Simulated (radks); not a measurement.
Spin polarisation of the 2p5 shell in F. Start: [He] 2s2 2p(up 2.5, down 2.5); electrons of 2p are moved from spin down to spin up, other shells keep equal spins. All-electron calculation, non-relativistic Kohn-Sham, SCAN, spin-polarised, spherical densities, point nucleus; meta-GGA in the generalised Kohn-Sham scheme. Program: a radial shooting solver on a logarithmic mesh with Libxc functionals.

moment (Bohr magnetons) = 0: E - E(0) (eV) 0.000; e(2p up) (eV) -11.572; e(2p down) (eV) -11.572; 2s down minus up (eV) 0.000; 1s down minus up (eV) 0.000
moment (Bohr magnetons) = 0.5: E - E(0) (eV) -0.139; e(2p up) (eV) -12.108; e(2p down) (eV) -10.990; 2s down minus up (eV) 1.093; 1s down minus up (eV) 0.498
moment (Bohr magnetons) = 0.75: E - E(0) (eV) -0.317; e(2p up) (eV) -12.359; e(2p down) (eV) -10.681; 2s down minus up (eV) 1.640; 1s down minus up (eV) 0.754
moment (Bohr magnetons) = 1: E - E(0) (eV) -0.554; e(2p up) (eV) -12.599; e(2p down) (eV) -10.361; 2s down minus up (eV) 2.190; 1s down minus up (eV) 1.003

At moment 1 the spin-polarisation energy is -0.554 eV and the 2p exchange splitting 2.238 eV, that is 2.238 eV per Bohr magneton; E = -I m^2/4 would give I = 2.218 eV.
